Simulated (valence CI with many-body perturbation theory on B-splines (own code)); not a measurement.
Energy levels of Rh5+

Calculated by valence CI with perturbative core correlation (CI+MBPT): four valence electrons over a frozen Dirac-Fock core [Kr], a basis of 9 s, 9 p, 10 d, 8 f, 5 g, 3 h, 1 i functions for each j, with the one-electron correlation potential Σ1, the two-electron term Σ2, the three-electron term Σ3, Breit, model QED; selected CI, second order for the rest, scaled by the run's own slope (own B-spline code, finite nucleus).

No measured spectrum was set against this ion. As an estimate, terms of the open shell hold to 2 to 4 % of their energy, and close levels can change places; different configurations can be misplaced against each other by 1,000 to 8,000 cm⁻¹. Core correlation moves these levels by up to 17000 cm⁻¹, and in measured spectra 5 to 20 % of such shifts remained as error; rates that hang on mixing are uncertain with them. Among the levels kept, up to 310 cm⁻¹ of a level comes from second order outside the variational space, and about a tenth of that is noise between levels of different J, which matters for small intervals. Only levels of the ground parity were solved; by the run's estimate the other parity begins above the list, which can be wrong where configurations are misplaced.

Levels 1 to 45 of 65, with energies above the lowest level, 4d4 5D_0. "Leading %" is the weight of the configuration and term that name the level; weights of strongly mixed levels are sums over their largest components and can fall short. In the jj column 3d3/2^4 stands for four electrons in 3d with j = 3/2. Lifetimes count E1, E2, E3, M1 and M2 decay at the calculated energies, and are blank where another channel may lead or the interval is too uncertain; long ones can be off by a factor of two.

```
No.  Configuration  Term  J  E (eV)  Leading %               Leading jj  Second component  Lifetime
  1            4d4    5D  0   0.000         95   4d3/2^2 4d5/2^2 (57 %)        4 % 4d4 3P          
  2            4d4    5D  1   0.088         97     4d3/2^3 4d5/2 (63 %)                      53.6 s
  3            4d4    5D  2   0.227         98   4d3/2^2 4d5/2^2 (67 %)                      12.7 s
  4            4d4    5D  3   0.394         98   4d3/2^2 4d5/2^2 (50 %)                      8.92 s
  5            4d4    5D  4   0.578         97     4d3/2 4d5/2^3 (40 %)                      11.5 s
  6            4d4    3P  0   2.303         88           4d3/2^4 (53 %)        6 % 4d4 1S   75.0 ms
  7            4d4    3H  4   2.329         80     4d3/2^3 4d5/2 (59 %)       10 % 4d4 3G    1.79 s
  8            4d4    3H  5   2.530         89   4d3/2^2 4d5/2^2 (89 %)       10 % 4d4 3G    8.84 s
  9            4d4    3H  6   2.681         94   4d3/2^2 4d5/2^2 (64 %)        6 % 4d4 1I    28.6 s
 10            4d4    3P  1   2.709         94   4d3/2^2 4d5/2^2 (40 %)                     93.1 ms
 11            4d4    3G  3   2.744         51   4d3/2^2 4d5/2^2 (58 %)       47 % 4d4 3F    260 ms
 12            4d4    3F  2   2.836         94   4d3/2^2 4d5/2^2 (53 %)                      274 ms
 13            4d4    3F  4   2.898         58     4d3/2 4d5/2^3 (39 %)       24 % 4d4 3G    162 ms
 14            4d4    3P  2   3.214         87   4d3/2^2 4d5/2^2 (48 %)       11 % 4d4 3D    185 ms
 15            4d4    3F  3   3.217         51     4d3/2 4d5/2^3 (67 %)       47 % 4d4 3G    250 ms
 16            4d4    3G  4   3.243         60   4d3/2^2 4d5/2^2 (75 %)       23 % 4d4 3F    432 ms
 17            4d4    3G  5   3.379         89     4d3/2 4d5/2^3 (89 %)       10 % 4d4 3H    605 ms
 18            4d4    1I  6   3.795         94     4d3/2 4d5/2^3 (64 %)        6 % 4d4 3H    397 ms
 19            4d4    3D  3   3.826         95     4d3/2 4d5/2^3 (41 %)                      184 ms
 20            4d4    3D  2   3.906         78     4d3/2 4d5/2^3 (30 %)       10 % 4d4 3P    147 ms
 21            4d4    3D  1   3.986         96     4d3/2 4d5/2^3 (60 %)                      133 ms
 22            4d4    1G  4   4.189         79           4d5/2^4 (48 %)       12 % 4d4 3F    107 ms
 23            4d4    1S  0   4.640         91     4d3/2 4d5/2^3 (64 %)        8 % 4d4 3P   73.6 ms
 24            4d4    1D  2   4.905         83   4d3/2^2 4d5/2^2 (43 %)        7 % 4d4 3D    100 ms
 25            4d4    1F  3   5.341         89     4d3/2 4d5/2^3 (58 %)        6 % 4d4 3F    159 ms
 26            4d4    3P  2   6.171         94   4d3/2^2 4d5/2^2 (55 %)                     98.2 ms
 27            4d4    3F  4   6.295         94   4d3/2^2 4d5/2^2 (74 %)                            
 28            4d4    3F  2   6.337         95   4d3/2^2 4d5/2^2 (53 %)                     63.6 ms
 29            4d4    3F  3   6.406         91     4d3/2 4d5/2^3 (85 %)        7 % 4d4 1F          
 30            4d4    3P  1   6.540         98     4d3/2 4d5/2^3 (86 %)                            
 31            4d4    3P  0   6.734         96           4d5/2^4 (57 %)                            
 32            4d4    1G  4   7.135         94     4d3/2 4d5/2^3 (67 %)                            
 33            4d4    1D  2   9.321         98   4d3/2^2 4d5/2^2 (56 %)                            
 34            4d4    1S  0  12.142         97   4d3/2^2 4d5/2^2 (62 %)                     15.2 ms
 35         4d3 5s    5F  1  20.308         97        4d3/2^3 5s (45 %)                     48.1 μs
 36         4d3 5s    5F  2  20.433         97  4d3/2^2 4d5/2 5s (57 %)                     47.2 μs
 37         4d3 5s    5F  3  20.619         97  4d3/2^2 4d5/2 5s (66 %)                     46.4 μs
 38         4d3 5s    5F  4  20.847         97  4d3/2 4d5/2^2 5s (68 %)                     45.7 μs
 39         4d3 5s    5F  5  21.099         96  4d3/2 4d5/2^2 5s (50 %)                     44.8 μs
 40         4d3 5s    3F  2  21.752         94  4d3/2^2 4d5/2 5s (52 %)                     22.1 μs
 41         4d3 5s    3F  3  22.057         92  4d3/2^2 4d5/2 5s (52 %)     4 % 4d3 5s 3G   22.3 μs
 42         4d3 5s    5P  1  22.216         92  4d3/2^2 4d5/2 5s (71 %)     6 % 4d3 5s 3P   31.7 μs
 43         4d3 5s    5P  2  22.250         86  4d3/2^2 4d5/2 5s (59 %)    10 % 4d3 5s 3P   31.2 μs
 44         4d3 5s    3F  4  22.371         85  4d3/2 4d5/2^2 5s (51 %)     8 % 4d3 5s 3G   22.4 μs
 45         4d3 5s    5P  3  22.551         97  4d3/2 4d5/2^2 5s (63 %)                     30.8 μs
```

Names give the largest LS component (configuration and term), which can be under half, so a name can repeat, a term be missing and a line seem to break the LS rules; names also repeat where a configuration has a term twice.

The ionisation energy to 4d3 4F_3/2 of the next ion comes out as 79.918 eV (NIST: 80 ± 2 eV (theoretical)). All 65 levels together are meant to be complete up to 25.135 eV.
